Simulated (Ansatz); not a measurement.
Several settings on one geometry of VS(OH)3 (VSO₃H₃) (that of the charge 0 singlet, r2SCAN-D4/def2-SVP). Ansatz on 4 threads of Arm Neoverse V1 on a shared host; times are rough.

Cartesian coordinates in Å:
```
V -0.0006 0.0005 -0.0244
S 0.0104 -0.0120 1.9943
O 1.6147 0.3071 -0.6313
H 2.3699 0.4423 -0.0415
O -1.0752 1.2540 -0.6116
H -1.5695 1.8319 -0.0130
O -0.5503 -1.5490 -0.6312
H -0.7994 -2.2747 -0.0414
```

Totals from different functionals, basis sets or treatments of relativity can't be compared as stabilities.

The 6-31G sets use Cartesian d functions. Correlated methods freeze 13 core orbitals; core or outer-core shells of V are correlated, in sets that lack core-valence functions.

Give the basis size and estimate the energy, ⟨S²⟩, dipole and time of these runs.

```json
{"run": "1", "method": "UKS PBE0-D4/aug-cc-pVDZ", "charge": "0", "state": "singlet", "further keys": "nuclear_model: gaussian; forces asked"}
{"run": "2", "method": "RKS ωB97/6-31G*", "charge": "0", "state": "singlet", "further keys": "scf: {lower_state_search: off}; forces asked"}
{"run": "3", "method": "UKS r2SCAN, rpa/cc-pVDZ", "charge": "0", "state": "singlet", "further keys": "scf: {lower_state_search: off}"}
```


| run | functions | energy (Eh) | ⟨S²⟩ | dipole (D) | wall time |
| --- | --- | --- | --- | --- | --- |
| 1 | 182 | -1569.3089 | 0.00 | 1.33 | 11 s |
| 2 | 106 | -1569.6699 | – | 1.23 | 2.9 s |
| 3 | 118 | -1568.4001 | 0.00 | – | 5.5 s |

The restricted singlet is unstable towards broken spin symmetry in Hartree–Fock (as tested in another run); at RKS ωB97/6-31G* this wasn't settled.
